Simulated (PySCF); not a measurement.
Te(Me)(OSiH3) (CH6OSiTe), SMILES C[Te]O[SiH3].

Geometry: PBE-D3(BJ)/def2-SVP. This is a generated structure with no PubChem entry under its InChIKey; it may be hypothetical. The def2 effective core potentials stand for the cores of Te; spin–orbit coupling is left out. One conformer was computed; it need not be the lowest.

Calculation: HF/def2-TZVP run with PySCF.

The molecule is in vacuum.

Computed frontier levels, gap, dipole moment and polarisability:
```
Quantity                                                                                                       Result
---------------------------------------------------------------------------------------------  ----------------------
highest occupied level                                                                                       -8.57 eV
lowest empty level                                                                                            1.36 eV
orbital gap                                                                                                   9.93 eV
dipole moment                                                                                                  2.40 D
quadrupole, principal values (traceless, Buckingham form, about the centre of nuclear charge)   -5.82, 0.73, 5.09 D·Å
mean static polarisability                                                                      75.4 bohr³ (11.17 Å³)
polarisability, principal values                                                               59.9, 77.1, 89.1 bohr³
```
